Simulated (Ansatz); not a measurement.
`OB(O)[SiH2]F` + `[SiH3]P` → `F[SiH2]P[SiH3]` + `OBO`  (cleavage of the Si–B bond)

Computed with Ansatz on PBE0-D4/def2-TZVP structures; ΔE is electronic, products minus reactants. CCSD(T)/CBS is the MP2 limit (def2-TZVPP, def2-QZVPP) plus CCSD(T) − MP2 in def2-TZVPP, frozen cores. This one scheme is used for every species. One conformer a species, not always the lowest.

`OB(O)[SiH2]F`:

Z-matrix (Å, degrees):
```
Si
F 1 1.605
B 1 2.036 2 111.2
H 1 1.488 2 107.7 3 -123.0
H 1 1.492 2 107.4 3 121.4
O 3 1.354 1 118.4 2 -40.2
O 3 1.366 1 123.3 2 141.2
H 6 0.964 3 112.7 1 -179.7
H 7 0.959 3 114.7 1 -4.0
```

`[SiH3]P`:

Z-matrix (Å, degrees):
```
Si
P 1 2.255
H 1 1.487 2 113.9
H 1 1.486 2 108.0 3 -121.2
H 1 1.486 2 108.0 3 121.2
H 2 1.421 1 93.8 3 -46.7
H 2 1.421 1 93.8 3 47.0
```

`F[SiH2]P[SiH3]`:

Z-matrix (Å, degrees):
```
Si
P 1 2.240
F 1 1.602 2 107.7
H 1 1.484 2 109.0 3 117.5
H 1 1.485 2 114.5 3 -118.6
Si 2 2.254 1 96.1 3 90.9
H 2 1.424 1 91.9 3 -174.0
H 6 1.485 2 108.8 1 173.0
H 6 1.486 2 113.0 1 51.5
H 6 1.485 2 107.2 1 -68.9
```

`OBO`:

Cartesian coordinates in Å:
```
O -0.542 0.450 -0.836
B 0.269 -0.229 0.025
O 0.104 -0.067 1.358
H -0.349 0.270 -1.757
H 1.129 -0.970 -0.357
H -0.609 0.546 1.566
```

```json
{"species": "`OB(O)[SiH2]F`", "CCSD(T)/def2-TZVPP energy (Eh)": "-566.41635"}
{"species": "`[SiH3]P`", "CCSD(T)/def2-TZVPP energy (Eh)": "-632.95044"}
{"species": "`F[SiH2]P[SiH3]`", "CCSD(T)/def2-TZVPP energy (Eh)": "-1022.42617"}
{"species": "`OBO`", "CCSD(T)/def2-TZVPP energy (Eh)": "-176.96194"}
```

Work out ΔE.

ΔE = (-1022.42617) + (-176.96194) − (-566.41635) − (-632.95044) = -0.02132 Eh = -56.0 kJ/mol. CCSD(T)/CBS gives -60.0 kJ/mol.

Largest T1 diagnostic among the species: 0.013.

The D4 term adds −5.1 kJ/mol with B3LYP and −2.7 kJ/mol with PBE0; it sums over pairs of atoms, weighted by their polarisabilities, and B3LYP, whose exchange is more repulsive, gets the larger term. From PBE to PBE0 (25 % exact exchange), in def2-TZVPP and without D4, ΔE moves by −3.3 kJ/mol.

B3LYP here is the variant with VWN-RPA as its local correlation; programs differ in this.
